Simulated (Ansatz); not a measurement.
Ideal-gas functions of FGaH$_{2}$S (`[F][GaH][SH]`) at 400 K and 1 bar, from an Ansatz frequency run at PBE0-D4/def2-TZVP.

Molar mass 122.8 g/mol, point group Cs (symmetry number 1), electronic degeneracy 1, moments of inertia 35.58, 149.722, 185.303 u Å². Harmonic wavenumbers (cm⁻¹, unscaled): 153, 292, 422, 469, 568, 679, 710, 2058, 2708.

Use S(trans) = R[1.5 ln M + 2.5 ln T − 1.1517]; rotational temperatures θ = 24.2544 K / I; S(rot) = R[ln(√π/σ · √(T³/θAθBθC)) + 1.5]; for each mode x = 1.438777 ν̃/T, S = R[x/(eˣ − 1) − ln(1 − e⁻ˣ)] and H = RT x/(eˣ − 1); 1 cm⁻¹ = 0.0119627 kJ/mol; R = 8.31446 J/(mol·K).

Task: By hand: the entropy, in J/(mol·K).

Result: Translation 175.0. Rotation: θ = 0.6817, 0.162, 0.1309 K, giving 109.6. Vibration, mode by mode: 13.38, 8.28, 5.60, 4.89, 3.68, 2.69, 2.46, 0.04, 0.01, in all 41.0. Electronic 0.0. Sum 325.6 J/(mol·K).

Task: By hand: H − E and G − E in kJ/mol, counted from the electronic energy.

Result: Zero-point energy ½ × 8059 × 0.0119627 = 48.2; thermal vibration 9.6; translation, rotation and pV give 4 RT = 13.3. H − E = 71.1 kJ/mol, and G − E = 71.1 − 400 × 325.6/1000 = -59.1 kJ/mol.

Vibration gives 13 % of the entropy. The sum counts one conformer and one mirror image; others add a mixing term.
